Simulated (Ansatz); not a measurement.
tin monoxide cation (OSn), SMILES [O]=[Sn] (connectivity only; charge and spin as stated), charge +1, multiplicity 2.

The structure is a stationary point at PBE-D3(BJ)/def2-TZVP. The spin state was assumed, not searched. The def2 effective core potentials stand for the cores of Sn; spin–orbit coupling is left out.

Two levels are set side by side: PBE/def2-TZVPD (Ansatz, a quantum-chemistry and plane-wave program) and PBE0/def2-TZVPD (Ansatz). Energy differences of separate SCF runs at the same geometry; the states with an electron removed or added have multiplicity 3 and 1. Differences are taken from unrounded values.

```csv
quantity,PBE0,PBE,PBE minus PBE0
vertical ionisation energy (eV),17.43,17.60,0.18
vertical electron affinity (eV),8.95,9.47,0.52
```
